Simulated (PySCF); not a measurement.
PySCF input (M06-L/def2-TZVPD):

```python
from pyscf import gto, scf, dft

mol = gto.M(
    atom='''
    Si   -0.34963388    0.38407572    0.81258501
    Br    0.92988250   -0.93588430   -0.28865639
    Cl   -1.62653020    1.61052296   -0.07489509
    ''',
    basis='def2-tzvpd',
    charge=1,
    spin=1,
    verbose=4,
)

mf = dft.UKS(mol, xc='m06l').density_fit(auxbasis='def2-universal-jkfit')
mf.grids.level = 4
mf.conv_tol = 1e-9
mf.max_cycle = 100
mf.max_memory = 1500
mf.kernel()
if not mf.converged:
    mf = mf.newton()
    mf.kernel(mf.make_rdm1())
for _ in range(2):
    mo, _, stable, _ = mf.stability(return_status=True)
    if stable:
        break
    mf.kernel(mf.make_rdm1(mo, mf.mo_occ))
mf.analyze()
```

End of the output:

```
Extra cycle  E= -3323.49453755049  delta_E= 3.12e-10  |g|= 2.7e-05  |ddm|= 4.09e-05
converged SCF energy = -3323.49453755049  <S^2> = 0.75518183  2S+1 = 2.0051751
uhf_internal: lowest eigs of H = [0.65791588 0.66989649 0.68458808]
<class 'pyscf.df.df_jk.DFUKS'> wavefunction is stable in the internal stability analysis
**** SCF Summaries ****
Total Energy =                       -3323.494537550493988
Nuclear Repulsion Energy =             271.702287388392961
One-electron Energy =                -5145.206214589243245
Two-electron Energy =                 1550.009389650356297
Two-electron Coulomb Energy =         1690.228096626313118
DFT Exchange-Correlation Energy =     -140.218706975956792
HOMO-LUMO gap [eV] =                     1.653175365625736
**** MO energy ****
                             alpha | beta                alpha | beta
MO #1   energy= -482.374988391625  | -482.374322370195  occ= 1 | 1
MO #2   energy= -101.432717947016  | -101.431192331233  occ= 1 | 1
MO #3   energy= -66.1690317643321  | -66.1653650804933  occ= 1 | 1
MO #4   energy= -62.6311333258987  | -62.6308001847046  occ= 1 | 1
MO #5   energy= -56.3376575535925  | -56.3363267052458  occ= 1 | 1
MO #6   energy= -56.3348261962925  | -56.3344688307236  occ= 1 | 1
MO #7   energy= -56.3343196690955  | -56.3337244949134  occ= 1 | 1
MO #8   energy= -9.66147451704581  | -9.66060299609909  occ= 1 | 1
MO #9   energy= -8.95378437351371  | -8.95316631444458  occ= 1 | 1
MO #10  energy= -7.36888408624277  | -7.36590888454491  occ= 1 | 1
MO #11  energy= -7.36220893968863  | -7.36131834130156  occ= 1 | 1
MO #12  energy= -7.36126067918589  | -7.35973302080853  occ= 1 | 1
MO #13  energy= -6.7254655639049   | -6.72413163570039  occ= 1 | 1
MO #14  energy= -6.71711955792512  | -6.71671886055461  occ= 1 | 1
MO #15  energy= -6.71517025029783  | -6.71461403617256  occ= 1 | 1
MO #16  energy= -5.57532462811552  | -5.57266219591146  occ= 1 | 1
MO #17  energy= -3.88940565887728  | -3.88570008461521  occ= 1 | 1
MO #18  energy= -3.8850964650811   | -3.88007007506111  occ= 1 | 1
MO #19  energy= -3.88251084899526  | -3.87865531279158  occ= 1 | 1
MO #20  energy= -2.79705536800173  | -2.79541118644577  occ= 1 | 1
MO #21  energy= -2.79503487371657  | -2.7938532713833   occ= 1 | 1
MO #22  energy= -2.79369181236658  | -2.79234679374191  occ= 1 | 1
MO #23  energy= -2.78750299801339  | -2.78709360849968  occ= 1 | 1
MO #24  energy= -2.7874379318713   | -2.78700255084285  occ= 1 | 1
MO #25  energy= -1.05430220622516  | -1.04618965461111  occ= 1 | 1
MO #26  energy= -0.994725998060463 | -0.982450058575509 occ= 1 | 1
MO #27  energy= -0.720547569508309 | -0.702630622924527 occ= 1 | 1
MO #28  energy= -0.623324053049565 | -0.60963205830986  occ= 1 | 1
MO #29  energy= -0.570774210411529 | -0.564086732256945 occ= 1 | 1
MO #30  energy= -0.569249742285937 | -0.559049801875401 occ= 1 | 1
MO #31  energy= -0.527679184958561 | -0.524951527610042 occ= 1 | 1
MO #32  energy= -0.522714514955209 | -0.515491393812229 occ= 1 | 1
MO #33  energy= -0.47753855387775  | -0.416785479248965 occ= 1 | 0
MO #34  energy= -0.355766076803995 | -0.330277921994998 occ= 0 | 0
MO #35  energy= -0.253454022342979 | -0.241632983435412 occ= 0 | 0
MO #36  energy= -0.206158552194065 | -0.182443267995225 occ= 0 | 0
MO #37  energy= -0.142502960746537 | -0.136747931904029 occ= 0 | 0
MO #38  energy= -0.112577531894387 | -0.104100400740417 occ= 0 | 0
MO #39  energy= -0.111723722403442 | -0.10089753929872  occ= 0 | 0
MO #40  energy= -0.10324148006105  | -0.0908617070462273 occ= 0 | 0
MO #41  energy= -0.0956759773723431 | -0.0905131984620448 occ= 0 | 0
MO #42  energy= -0.0952934341691489 | -0.0887220644105343 occ= 0 | 0
MO #43  energy= -0.0876609803894913 | -0.0829058217125185 occ= 0 | 0
MO #44  energy= -0.0835452756650598 | -0.0720663167323395 occ= 0 | 0
MO #45  energy= -0.0764788839418486 | -0.0677653725540022 occ= 0 | 0
MO #46  energy= -0.0653018676339949 | -0.0615875525942591 occ= 0 | 0
MO #47  energy= -0.045238777774641 | -0.0395446012570235 occ= 0 | 0
MO #48  energy= -0.0352056127130937 | -0.012155146415787 occ= 0 | 0
MO #49  energy= -0.0169823653968218 | -0.00910846045295982 occ= 0 | 0
MO #50  energy= -0.00371155486668821 | 0.00692076891096061 occ= 0 | 0
MO #51  energy= 0.00455991493453066 | 0.00920905930052184 occ= 0 | 0
MO #52  energy= 0.0133570971005772 | 0.0324051457709981 occ= 0 | 0
MO #53  energy= 0.0280806535851081 | 0.0403459359979202 occ= 0 | 0
MO #54  energy= 0.0331398580274214 | 0.0457242617969409 occ= 0 | 0
MO #55  energy= 0.0358634495807514 | 0.0500198815075028 occ= 0 | 0
MO #56  energy= 0.055505904314133  | 0.0691512882529557 occ= 0 | 0
MO #57  energy= 0.0668830619733259 | 0.0774464119298349 occ= 0 | 0
MO #58  energy= 0.0702062857002042 | 0.0805162202466856 occ= 0 | 0
MO #59  energy= 0.0774367231458373 | 0.0852391822407938 occ= 0 | 0
MO #60  energy= 0.0859441360189447 | 0.0937365189871729 occ= 0 | 0
MO #61  energy= 0.0965911159556242 | 0.0978427917670983 occ= 0 | 0
MO #62  energy= 0.106174029588563  | 0.118835423702281  occ= 0 | 0
MO #63  energy= 0.121744581411701  | 0.137296216837612  occ= 0 | 0
MO #64  energy= 0.153715892791602  | 0.159217214095104  occ= 0 | 0
MO #65  energy= 0.162138685600585  | 0.173142116600935  occ= 0 | 0
MO #66  energy= 0.181064800058896  | 0.187872912987773  occ= 0 | 0
MO #67  energy= 0.216509533067072  | 0.231431891603005  occ= 0 | 0
MO #68  energy= 0.243315921332586  | 0.253381784840932  occ= 0 | 0
MO #69  energy= 0.251444739994392  | 0.261181678558969  occ= 0 | 0
MO #70  energy= 0.261166486747002  | 0.265461116609183  occ= 0 | 0
MO #71  energy= 0.269922845822508  | 0.277986402591965  occ= 0 | 0
MO #72  energy= 0.270486012931887  | 0.279421554163025  occ= 0 | 0
MO #73  energy= 0.288510429674333  | 0.291487362328964  occ= 0 | 0
MO #74  energy= 0.301001493844311  | 0.311135065089659  occ= 0 | 0
MO #75  energy= 0.331255097622745  | 0.348739278617607  occ= 0 | 0
MO #76  energy= 0.351282382663015  | 0.3607687669229    occ= 0 | 0
MO #77  energy= 0.363989794100301  | 0.373303555920014  occ= 0 | 0
MO #78  energy= 0.370881705448426  | 0.374953322521275  occ= 0 | 0
MO #79  energy= 0.390310000659937  | 0.39600632892777   occ= 0 | 0
MO #80  energy= 0.409018305624743  | 0.417511219598697  occ= 0 | 0
MO #81  energy= 0.419027066962677  | 0.429481290053144  occ= 0 | 0
MO #82  energy= 0.431535364910736  | 0.436336242639715  occ= 0 | 0
MO #83  energy= 0.469470664255056  | 0.485255185669602  occ= 0 | 0
MO #84  energy= 0.483082574179226  | 0.501928969667552  occ= 0 | 0
MO #85  energy= 0.550947499550844  | 0.561410339765697  occ= 0 | 0
MO #86  energy= 0.748095595302927  | 0.771932021216865  occ= 0 | 0
MO #87  energy= 0.752378731710434  | 0.782560124313448  occ= 0 | 0
MO #88  energy= 0.770847587416445  | 0.794649404157404  occ= 0 | 0
MO #89  energy= 0.782186067427086  | 0.802014230745945  occ= 0 | 0
MO #90  energy= 0.787136984161577  | 0.822882035030884  occ= 0 | 0
MO #91  energy= 0.800188344139805  | 0.823786735176069  occ= 0 | 0
MO #92  energy= 0.878398555590872  | 0.88324411557068   occ= 0 | 0
MO #93  energy= 0.897093664955079  | 0.924302337368658  occ= 0 | 0
MO #94  energy= 0.903806641835288  | 0.929936880037961  occ= 0 | 0
MO #95  energy= 0.934944655483843  | 0.958657607587778  occ= 0 | 0
MO #96  energy= 0.989905970647096  | 1.011362608644     occ= 0 | 0
MO #97  energy= 0.99019373020624   | 1.01452558813342   occ= 0 | 0
MO #98  energy= 1.00955977731391   | 1.04064288162649   occ= 0 | 0
MO #99  energy= 1.0727959153873    | 1.09844220747728   occ= 0 | 0
MO #100 energy= 1.09503179474529   | 1.11293605096254   occ= 0 | 0
MO #101 energy= 1.24130467979186   | 1.25710875708832   occ= 0 | 0
MO #102 energy= 1.271591111825     | 1.27664595790606   occ= 0 | 0
MO #103 energy= 1.27276938793186   | 1.27807230177786   occ= 0 | 0
MO #104 energy= 1.30172845629077   | 1.30934897163362   occ= 0 | 0
[...]
```
